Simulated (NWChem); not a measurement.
System: LaCl$_{2}$F; SMILES [La]([F])([Cl])[Cl]

Here is an NWChem input.

```
start job
memory heap 200 mb stack 900 mb global 1100 mb
geometry units angstroms noautosym nocenter noautoz
  La    -0.096819     0.176110     0.000000
  F     -1.679071     1.583851     0.000000
  Cl     1.194124    -0.121634     2.256759
  Cl     1.194124    -0.121634    -2.256759
end
basis spherical
  * library def2-svpd
end
ecp
  La library def2-ecp
end
dft
  xc b3lyp
  iterations 150
end
property
  response 1 0.0
end
task dft property
```

Structure relaxed at the PBE0/def2-SVP level. No frequency run checked for a minimum. B3LYP is NWChem's, with the RPA form of VWN correlation. def2 effective core potentials on La; no spin-orbit coupling.

Static field.

Give the results of this calculation. (B3LYP/def2-SVPD with def2 effective core potentials on La.) Quantities: isotropic polarisability (bohr³); anisotropy (bohr³).


* **isotropic polarisability (bohr³)**: 71.4
* **anisotropy (bohr³)**: 33.3
